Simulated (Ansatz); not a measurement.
Consider the formal exchange of groups at a C–N bond: `C=C1[SiH2]N1C` + `BS[SiH3]` → `CBS[SiH3]` + `C=C1N[SiH2]1`.

Calculated with Ansatz (gas phase, PBE0-D4/def2-TZVP geometries, no zero-point term in ΔE). CBS: MP2 limit from def2 TZ/QZ plus the TZ coupled-cluster correction, frozen cores. DFT in def2-TZVPP. B3LYP here is the variant with VWN-RPA as its local correlation; programs differ in this. Each species was taken in one conformer, which may not be the lowest.

```csv
level,ΔE (kJ/mol)
r2SCAN-D4,-69.1
ωB97X-V,-63.4
PBE,-66.9
B3LYP,-63.7
SCS-MP2/def2-TZVPP,-60.3
MP2/def2-QZVPP,-64.9
HF/CBS(def2),-58.8
MP2/CBS(def2),-66.0
```

What does CCSD(T)/CBS give? (Best estimate.)

Computed: -66.2 kJ/mol. The listed levels differ from it by -2.9, 2.8, -0.7, 2.5, 5.9, 1.3, 7.4, 0.2 kJ/mol.

What do rigid-rotor, harmonic-oscillator terms from PBE0-D4/def2-TZVP frequencies (298.15 K, 1 bar) make of the CCSD(T)/CBS value? (Estimate.)

Computed: ΔZPE = +0.3 kJ/mol, ΔH = -65.7 kJ/mol, ΔS = -4 J/(mol·K), ΔG = -64.6 kJ/mol.

Largest T1 diagnostic among the species: 0.014.

Leaving LDA and LC-ωPBE aside and taking each functional with its dispersion term where it has one, the values, not all of them listed here, spread over 13.0 kJ/mol, from B97M-V to BLYP-D4. At CCSD(T), def2-SVP lies +11.0 kJ/mol from the extrapolated value and def2-TZVPP +2.4 kJ/mol.
